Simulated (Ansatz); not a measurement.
Basis sets compared for Li18 (the lowest singlet isomer of a short search). Charge 0, multiplicity 1. Geometry PBE0/def2-SVP. Ansatz on 4 threads of Intel Xeon 6975P-C on a shared host; times are rough, and most runs start from earlier orbitals.

```xyz
18

Li   -0.753    1.345   -0.133
Li    2.357   -0.114    3.350
Li   -0.458   -1.413   -0.431
Li   -0.592    3.795   -1.203
Li    1.444   -2.671    1.343
Li   -0.684   -0.331    2.382
Li   -1.857   -3.398    0.696
Li   -2.497    2.709    1.363
Li   -2.457   -1.810   -2.203
Li    2.091    2.012   -1.106
Li    0.187   -3.499   -1.983
Li    1.589    0.083    0.764
Li   -2.829    1.676   -1.824
Li    0.911    2.561    1.901
Li    2.454   -1.257   -1.451
Li   -0.112    0.276   -2.666
Li    4.255    0.415    0.710
Li   -3.049   -0.380    0.493
```

The restricted singlet is unstable towards broken spin symmetry in Hartree–Fock (as tested in another run); at PBE/def2-SVP, PBE/def2-TZVP, PBE/def2-TZVPD, PBE0/def2-SVP and others this wasn't settled. The structure comes from a short search, and lower isomers may exist.

Binding counts from free atoms (Li doublet) in the same basis, without a counterpoise term.

```csv
level,functions,energy (Eh),HOMO (eV),LUMO (eV),binding per atom (eV),wall time
PBE/def2-SVP,162,-134.9404,-2.88,-2.29,1.16,2.4 s
PBE/def2-TZVP,252,-135.0571,-2.91,-2.32,1.12,2.8 s
PBE0/def2-SVP,162,-135.0070,-3.27,-1.83,1.11,4.1 s
PBE0/def2-TZVP,252,-135.1235,-3.31,-1.85,1.08,5.5 s
r2SCAN0/def2-TZVP (with forces),252,-135.3372,-3.30,-1.83,1.08,8.5 s
```

Question: Estimate the rows for PBE/def2-TZVPD, PBE0/def2-TZVPD, r2SCAN0/def2-TZVPD.

Answer: 
| level | functions | energy (Eh) | HOMO (eV) | LUMO (eV) | binding per atom (eV) | wall time |
| --- | --- | --- | --- | --- | --- | --- |
| PBE/def2-TZVPD | 306 | -135.0580 | -2.91 | -2.31 | 1.12 | 5.5 s |
| PBE0/def2-TZVPD | 306 | -135.1244 | -3.31 | -1.85 | 1.08 | 6.5 s |
| r2SCAN0/def2-TZVPD | 306 | -135.3380 | -3.29 | -1.83 | 1.08 | 10 s |
